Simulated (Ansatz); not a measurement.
A made-up structure of BH2IO, closed shell:

```
5
angstrom
O -0.5272 -0.9384 -0.2971
B 0.4022 -0.0828 0.1366
I -0.1132 -2.8693 0.2531
H -1.3606 -0.5302 -0.5535
H 1.4695 -0.4782 0.4794
```

It is relaxed with PBE-D4/def2-SVP and then PBE0-D4/def2-TZVP (Ansatz 0.2.0). Atoms count as bonded within 1.22 times the sum of their covalent radii (H–H: 0.88 Å). The end point is not checked to be a true minimum.

Task: Does its bonding change? (Judge from chemistry; the calculation decides.)

Result: The calculation gives: Yes. Formed: I3–H4; broken: O1–I3, O1–H4.

Where it ends: The first stage lowers the energy by 4.64 eV in 29 steps. It ends as a complex of BHO ([BH][O]) + HI:
```tsv
atom	x (Å)	y (Å)	z (Å)
O1	0.1818	-0.5712	0.0308
B2	0.8827	0.3916	0.1671
I3	-1.8061	-3.7101	-0.3110
H4	-0.9561	-2.3421	-0.1693
H5	1.5684	1.3330	0.3008
```

Labels in which every atom is bracketed show which atoms are joined, not bond orders.

For scale, one of the runs: PBE0-D4/def2-TZVP relaxation, 124 basis functions, launched by `ansatz run in.yaml --threads 2 --pin off --events-out ev --progress --plain --max-ram 4352MiB`. Hardware: 2 CPU threads of an Arm Neoverse V2, shared host. Wall time about 7.5 s.
